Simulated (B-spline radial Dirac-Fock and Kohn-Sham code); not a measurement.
**X-ray scattering factor of Lu**

System: atomic lutetium in the configuration 1s2 2s2 2p6 3s2 3p6 3d10 4s2 4p6 4d10 4f14 5s2 5p6 5d1 6s2.

Model: Dirac-Fock densities. Program: a radial B-spline solver. f₀ is the Fourier transform of the spherical electron density, S the Waller-Hartree incoherent function, and s = sin θ/λ.

```tsv
s (Å⁻¹)	f₀	S	tabulated f₀	tabulated S
0	71.000	0.000	70.972	0.000
0.05	69.704	1.782	69.727	1.854
0.1	66.780	4.658	66.800	4.634
0.15	63.467	7.266	63.448	7.176
0.2	60.095	9.856	60.103	9.762
0.25	56.679	12.332	56.715	12.254
0.3	53.282	14.644	53.308	14.607
0.35	50.000	16.823	49.997	16.833
0.4	46.908	18.884	46.884	18.919
0.45	44.040	20.813	44.013	20.853
0.5	41.399	22.602	41.387	22.640
0.6	36.733	25.804	36.766	25.838
0.7	32.751	28.644	32.795	28.699
0.8	29.332	31.240	29.346	31.332
0.9	26.412	33.639	26.386	33.778
1	23.948	35.865	23.903	36.059
1.1	21.901	37.944	21.862	38.196
1.2	20.219	39.900	20.206	40.202
1.4	17.708	43.479	17.748	43.842
1.6	15.939	46.592	15.979	46.965
1.8	14.534	49.215	14.530	49.590
2	13.275	51.387	13.228	51.782
2.5	10.369	55.392	10.362	55.846
3	8.006	58.203	8.111	58.672
3.5	6.420	60.350	6.512	60.785
4	5.465	62.051	5.461	62.451
5	4.432	64.551	4.349	64.936
6	3.660	66.251	3.729	66.633
```

Tabulated f₀: the analytical fit of Waasmaier and Kirfel, Acta Cryst. A51, 416 (1995); tabulated S: Hubbell et al., J. Phys. Chem. Ref. Data 4, 471 (1975). These are calculations too.

f₀ starts at the number of electrons, 71, and has fallen to half at s ≈ 0.63 Å⁻¹. The sum of ⟨r²⟩ over the electrons is 76.64 bohr². It fixes the forward electron scattering factor, f_e(0) = (a₀/3)Σ⟨r²⟩ = 13.518 Å.
